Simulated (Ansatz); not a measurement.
Cost and result for the atomization energy of ClH3NO2Si, SMILES `[NH][Si](O)(O)Cl` radical (8 atoms, 7 bonds).

Charge 0, multiplicity 2. The geometry is a stationary point of PBE0-D4/def2-TZVP. It is one conformer, not always the lowest. Program: Ansatz. All runs use 4 threads of an Arm Neoverse V1 on a shared host. Times are those of one run each, without the atoms' runs, and a repeat can differ threefold. Electronic energies, without spin–orbit coupling; frozen cores. CCSD(T)/CBS adds CCSD(T) − MP2 in def2-TZVPP to the MP2 limit, and its time is that of the two runs behind it. T1 = 0.012; ⟨S²⟩ of the reference is 0.76. HSE06 is the plane-wave form, built on full-range PBE exchange.

CCSD(T)/CBS is a level of theory with its own doubt, some kJ/mol a heavy atom from the limit and from the frozen cores, so smaller differences don't rank the functionals.

| level | functions | wall time | atomization (kcal/mol) | difference from CCSD(T)/CBS | per bond |
| --- | --- | --- | --- | --- | --- |
| LDA (SPW92)/def2-TZVPP | 219 | 2.2 s | 820.4 | 111.2 | 15.9 |
| PBE-D4/def2-TZVPP (with forces) | 219 | 4.3 s | 721.1 | 11.9 | 1.7 |
| HSE06-D4/def2-TZVPP | 219 | 7 s | 701.7 | -7.5 | -1.1 |
| CAM-B3LYP-D4/def2-TZVPP | 219 | 8 s | 709.0 | -0.2 | 0.0 |
| B2PLYP/def2-TZVPP | 219 | 8.5 s | 696.6 | -12.6 | -1.8 |
| PBE-QIDH/def2-TZVPP | 219 | 8.5 s | 695.7 | -13.5 | -1.9 |
| r2SCAN-D4/def2-TZVPP (with forces) | 219 | 9 s | 710.2 | 1.0 | 0.2 |
| CCSD(T)/def2-SVP | 93 | 12 s | 631.5 | -77.7 | -11.1 |
| ωB97X-V/def2-TZVPP | 219 | 18 s | 709.4 | 0.2 | 0.0 |
| ωB97M-V/def2-TZVPP (with forces) | 219 | 21 s | 710.8 | 1.6 | 0.2 |
| MP2/def2-QZVPP | 401 | 35 s | 720.4 | 11.2 | 1.6 |
| CCSD(T)/def2-TZVPP | 219 | 6.2 min | 681.8 | -27.4 | -3.9 |
| CCSD(T)/CBS(def2) | – | 6.8 min | 709.2 | 0.0 | 0.0 |

In def2-TZVPP, CCSD(T) changes the Hartree–Fock value by +200.0 kcal/mol (the triples alone add +12.9 kcal/mol) and MP2 by +222.2 kcal/mol; breaking electron pairs costs correlation energy, which Hartree–Fock lacks. From BLYP to BHLYP (50 % exact exchange), in def2-TZVPP and without D4, the atomization energy moves by −27.5 kcal/mol: exact exchange takes away binding that semilocal exchange gives to molecules. Leaving LDA and LC-ωPBE aside and taking each functional with its dispersion term where it has one, the values, not all of them listed here, spread over 45.3 kcal/mol, from BHLYP-D4 to PBE-D4. LDA lies +104.0 kcal/mol from PBE without D4, its usual overbinding.
